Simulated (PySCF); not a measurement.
# Run times: strontium in aug-cc-pVDZ-X2C

Measured wall times of calculations with PySCF 2.14 in aug-cc-pVDZ-X2C, with the spin-free X2C one-electron Hamiltonian (Gaussian nucleus), run from one Python driver. Hardware: 1 thread of Neoverse-V1 on a shared host, 1.3 GiB allowed. The two-electron integrals over 45 functions were computed once and kept in memory (0.95 CPU seconds with the set-up); the times below exclude them. Kohn-Sham runs start from converged Hartree-Fock orbitals.

Launch command (the driver calls PySCF for each step listed in the task file):

```bash
OMP_NUM_THREADS=1 python atomrun2.py TASK.json OUT
```

```json
{"species": "Sr+ [Kr] 5s1", "step": "UHF", "iterations": "1", "wall time (s)": "0.12"}
{"species": "Sr+ [Kr] 5s1", "step": "PBE", "iterations": "4", "wall time (s)": "0.5"}
{"species": "Sr+ [Kr] 5s1", "step": "MN15", "iterations": "5", "wall time (s)": "1.1"}
{"species": "Sr(2+) [Kr]", "step": "UHF", "iterations": "1", "wall time (s)": "0.09"}
{"species": "Sr(2+) [Kr]", "step": "PBE", "iterations": "4", "wall time (s)": "0.48"}
{"species": "Sr(2+) [Kr]", "step": "MN15", "iterations": "67", "wall time (s)": "13"}
```

Peak memory of the process: 0.21 GiB. Times on a shared host vary from run to run.
